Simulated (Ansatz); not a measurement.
Molecular dynamics of AlF$_{2}$H$_{4}$P

input.yaml

```yaml
crystal:
  periodic: [false, false, false]
  atoms:
    - { symbol: Al, position_ang: [0.070193, -0.407774, 0.078415] }
    - { symbol: H, position_ang: [-0.133574, 0.160054, 1.702916] }
    - { symbol: F, position_ang: [1.538132, 0.068091, -0.543832] }
    - { symbol: F, position_ang: [-1.335197, -0.233791, -0.795406] }
    - { symbol: P, position_ang: [0.210527, -2.682316, 1.17121] }
    - { symbol: H, position_ang: [-0.749599, -2.874494, 0.119516] }
    - { symbol: H, position_ang: [1.364753, -2.651782, 0.315915] }
    - { symbol: H, position_ang: [-0.017535, -0.955888, 1.707269] }
basis:
  gaussian: { orbitals: "6-31G*" }
hamiltonian:
  xc: pbe
  dispersion: d4
md:
  timestep: 0.5
  n_steps: 200
  ensemble: nve
  temperature: 100.0
  initial_velocities: maxwell_boltzmann
  seed: 5311
```

Launched with:

```bash
$ ansatz run input.yaml --threads 1 --pin off --max-ram 2048MiB --backend cpu --events-out ev --progress --plain --runs-dir out
```

It starts at the highest image of a converged band, a first-order saddle point between two minima.

Output, in part (step lines, the closing report, with atoms numbered from 0):

```
md step     0: t =     0.00 fs  T =   100.0 K  F+E_penalty+E_count = -21372.28142913 eV  E_kin = 0.077556 eV  conserved = -21372.20387313 eV  (25 SCF iters)
md step     1: t =     0.50 fs  T =    99.0 K  F+E_penalty+E_count = -21372.28065918 eV  E_kin = 0.076790 eV  conserved = -21372.20386967 eV  (29 SCF iters)
md step     2: t =     1.00 fs  T =    96.1 K  F+E_penalty+E_count = -21372.27841184 eV  E_kin = 0.074559 eV  conserved = -21372.20385318 eV  (29 SCF iters)
md step     3: t =     1.50 fs  T =    91.7 K  F+E_penalty+E_count = -21372.27496252 eV  E_kin = 0.071137 eV  conserved = -21372.20382537 eV  (27 SCF iters)
md step     4: t =     2.00 fs  T =    86.4 K  F+E_penalty+E_count = -21372.27076132 eV  E_kin = 0.066970 eV  conserved = -21372.20379124 eV  (28 SCF iters)
md step     5: t =     2.50 fs  T =    80.7 K  F+E_penalty+E_count = -21372.26635926 eV  E_kin = 0.062603 eV  conserved = -21372.20375614 eV  (29 SCF iters)
md step     6: t =     3.00 fs  T =    75.5 K  F+E_penalty+E_count = -21372.26231466 eV  E_kin = 0.058588 eV  conserved = -21372.20372690 eV  (23 SCF iters)
md step     7: t =     3.50 fs  T =    71.4 K  F+E_penalty+E_count = -21372.25909206 eV  E_kin = 0.055384 eV  conserved = -21372.20370846 eV  (22 SCF iters)
[... lines left out ...]
Total energy: -21373.22237345 eV, -785.4514349340 hartree
Atom 0 at     0.133263    -0.859552    -0.390771 Å, force     0.634673    -0.605049     1.090200 eV/Å
Atom 1 at    -1.189958     5.290286     5.384613 Å, force     0.591219    -0.161664     1.592624 eV/Å
Atom 2 at     1.443776     0.150080    -0.317802 Å, force     0.366410     0.083327    -0.328481 eV/Å
Atom 3 at    -1.300974    -0.093331    -0.602037 Å, force    -0.778190     0.148899    -0.366510 eV/Å
Atom 4 at     0.263469    -2.743159     1.034627 Å, force    -0.256943     0.447994     0.096723 eV/Å
Atom 5 at    -0.918629    -3.440334     0.608280 Å, force     0.297853    -0.157610    -0.151802 eV/Å
Atom 6 at     1.300704    -3.616018     0.564019 Å, force    -0.263827     0.082548    -0.340068 eV/Å
Atom 7 at    -0.909727     5.213799     6.139849 Å, force    -0.591195     0.161555    -1.592686 eV/Å
Dipole moment:     0.018951    -0.501060    -0.261856 e Å
```

The steps, from the saved trajectory:

```tsv
time (fs)	T (K)	potential energy less start (eV)	conserved less start (meV/atom)
0.0	100	0.000	0.00
3.0	76	0.019	0.02
6.0	71	0.022	0.01
9.0	94	0.005	0.02
12.0	198	-0.076	0.05
15.0	481	-0.296	-0.04
18.0	784	-0.530	0.07
21.0	1199	-0.853	-0.03
24.0	1472	-1.066	-0.20
27.0	1544	-1.121	-0.13
30.0	1522	-1.102	0.08
33.0	1569	-1.140	-0.09
36.0	1600	-1.165	-0.18
39.0	1537	-1.115	-0.04
42.0	1498	-1.083	0.12
45.0	1520	-1.101	0.07
48.0	1645	-1.200	-0.23
51.0	1674	-1.222	-0.24
54.0	1564	-1.135	0.03
57.0	1462	-1.055	0.15
60.0	1388	-0.999	0.02
63.0	1397	-1.007	-0.22
66.0	1336	-0.960	-0.19
69.0	1206	-0.857	0.08
72.0	1155	-0.817	0.08
75.0	1147	-0.813	-0.06
78.0	1186	-0.844	-0.17
81.0	1149	-0.814	-0.08
84.0	1081	-0.760	0.09
87.0	1082	-0.762	-0.06
90.0	1100	-0.776	-0.14
93.0	1163	-0.826	-0.09
96.0	1204	-0.856	0.06
99.0	1274	-0.910	0.08
```

The run went to its last step. The conserved energy stayed within 0.25 meV per atom of its start (net change 0.04 meV per atom), so the integration is sound. The kinetic energy rose, since the run started high on the potential surface and went downhill. It ends in pieces (AlF2H2P + H2), so much of that is their flight and rotation, not heat. A run of 0.1 ps of so small a system gives no equilibrium averages. The orbitals stay closed-shell, which can raise the energy where a bond breaks towards radicals; this wasn't checked here.

Between its relaxed ends the band would form Al1–P5, H2–H8 and break Al1–H2, P5–H8. These pairs go: Al1–P5 2.53 → 2.37 Å, H2–H8 1.12 → 0.81 Å, Al1–H2 1.73 → 8.54 Å, P5–H8 1.82 → 9.53 Å. In the last frame they stand as after the step (other bonds may differ from the relaxed reactants and products). Also parted: Al1–H8 1.72 → 8.98 Å. It ends as AlF2H2P + H2. Pairs count as bonded within 1.25 times the sum of covalent radii (0.12 Å more for H–H).

Last frame:

```xyz
8
Properties=species:S:1:pos:R:3
Al 0.133 -0.860 -0.391
H -1.190 5.290 5.385
F 1.444 0.150 -0.318
F -1.301 -0.093 -0.602
P 0.264 -2.743 1.035
H -0.919 -3.440 0.608
H 1.301 -3.616 0.564
H -0.910 5.214 6.140
```

The run took 2.7 min on 1 thread of AMD EPYC 9B45 (Zen 5) (shared host), peak memory 0.17 GiB.
